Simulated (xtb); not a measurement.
C₂H₉BO₂Si, SMILES B(C[SiH2]C)(O)O. All values are semi-empirical tight-binding results from xtb (GFN2-xTB unless named), good for trends rather than for accurate numbers. Geometry optimised at GFN2-xTB. This is a generated structure with no PubChem entry under its InChIKey; it may be hypothetical. The values are those of a single conformer.

Computed properties:
The orbital gap is 5.95 eV, the dipole moment is 2.32 D and the zero-point energy is 70.3 kcal/mol. The G − E(el) at 298.15 K (modified RRHO) comes out as 49.2 kcal/mol and the static polarisability (D4 model) is 76.6 bohr³. The solvation energy, GFN2-xTB/ALPB(water) comes out as -7.2 kcal/mol and the solvation energy, GFN2-xTB/ALPB(dmso) comes out as -11.4 kcal/mol.
